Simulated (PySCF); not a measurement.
**Electron correlation in C (carbon, neutral)**

[He] 2s2 2p2, high-spin 3P determinant. All numbers are calculated (PySCF 2.14, scalar relativity by spin-free X2C-1e, in x2c-TZVPall (5s3p2d1f, 31 functions)). Frozen: 1s2; 4 electrons correlated.

MP2 pair energies summed by pair of shells (mhartree):

```csv
pair,energy,share (%)
2s-2p,-40.41,61.1
2s-2s,-18.53,28.0
2p-2p,-7.19,10.9
```

Total MP2 correlation energy: -66.13 mhartree.

Same-spin part -12.43 and opposite-spin part -53.70 mhartree; SCS-MP2 scales them by 1/3 and 6/5 to -68.58 mhartree.

```
  level  correlation energy (mhartree)
   CCSD                         -86.53
    (T)                          -2.03
CCSD(T)                         -88.56
```

Diagnostics: T1 = 0.0089, D1 = 0.0171, largest double amplitude 0.105.

Task: Is a single reference adequate?

Result: Mostly. T1 lies below 0.03, but a double amplitude of this size points to a near-degeneracy that CCSD handles and MP2 describes poorly.
